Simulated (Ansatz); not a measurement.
Consider the hydrogenolysis of a Ge–C bond: `N=[CH][GeH2][SH]` + H₂ → `[SH][GeH3]` + `C=N`.

Gas-phase electronic energies from Ansatz, PBE0-D4/def2-TZVP geometries. CCSD(T)/CBS is the MP2 limit (def2-TZVPP, def2-QZVPP) plus CCSD(T) − MP2 in def2-TZVPP, frozen cores. This one scheme is used for every species. DFT in def2-TZVPP. B3LYP here is the variant with VWN-RPA as its local correlation; programs differ in this. For Ge outer-core shells are correlated without core-valence functions, which leaves a few kJ/mol of doubt a bond. Scalar relativity is left out up to krypton. One conformer a species, not always the lowest.

Task: Is it downhill or uphill in electronic energy at CCSD(T)/CBS, and by how much? (Estimate.)

Result: The calculation gave: Downhill: ΔE = -33.3 kJ/mol.

Task: What do these levels give: r2SCAN-D4, PBE0-D4, ωB97X-V, ωB97M-V, B2PLYP, r2SCAN, PBE0, B3LYP, HF/def2-TZVPP, MP2/def2-TZVPP, MP2/def2-QZVPP, SCS-MP2/def2-QZVPP? (An estimate is asked.)

Result: Computed: r2SCAN-D4 -32.2, PBE0-D4 -35.7, ωB97X-V -37.7, ωB97M-V -36.3, B2PLYP -39.1, r2SCAN -34.0, PBE0 -41.2, B3LYP -44.4, HF/def2-TZVPP -61.2, MP2/def2-TZVPP -28.2, MP2/def2-QZVPP -27.6, SCS-MP2/def2-QZVPP -34.0 kJ/mol.

Largest T1 diagnostic among the species: 0.012.

From PBE to PBE0 (25 % exact exchange), in def2-TZVPP and without D4, ΔE moves by −5.7 kJ/mol. The D4 term adds +9.8 kJ/mol with B3LYP and +5.5 kJ/mol with PBE0; it sums over pairs of atoms, weighted by their polarisabilities, and B3LYP, whose exchange is more repulsive, gets the larger term. In def2-TZVPP, CCSD(T) changes the Hartree–Fock value by +26.3 kJ/mol (the triples alone add +5.6 kJ/mol) and MP2 by +33.0 kJ/mol.
